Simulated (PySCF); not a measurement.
Isomers of CH6AsB. Computed with PBE0-D3(BJ)/def2-SVP geometry optimisation, gas phase (PySCF). One conformer each; no zero-point energy, no entropy. No frequencies were run at this level. Point groups hold within 0.08 Å.

Problem. Rank from lowest to highest electronic energy at this level (kcal/mol).
A. `[CH3:1][BH:2][AsH2:3]` with C1–B2–As3–H -41° and -139°
B. `[BH2:1][CH2:2][AsH2:3]` with H–B1–C2–As3 88° and -89°, B1–C2–As3–H -48° and 45°
C. `[BH2:1][AsH:2][CH3:3]` with H–B1–As2–C3 150° and -40°

Solution. A (0.0), B (8.7), C (12.0).

| SMILES | E (Eh) | E rel (kcal/mol) | dipole (D) | point group | A, B, C (MHz) |
| --- | --- | --- | --- | --- | --- |
| CB[AsH2] | -2301.74474 | 0.0 | 1.14 | – | 30270, 3269, 3073 |
| BC[AsH2] | -2301.73081 | 8.7 | 1.01 | Cs | 19519, 4666, 4156 |
| B[AsH]C | -2301.72563 | 12.0 | 1.27 | – | 13293, 6215, 4557 |

Problem. As an exercise, what shares would exp(−E/RT) give at 2000 K from these electronic energies alone (no entropy, no degeneracies)?

Solution. RT = 3.974 kcal/mol: CB[AsH2] 86.2 %, BC[AsH2] 9.6 %, B[AsH]C 4.2 %.
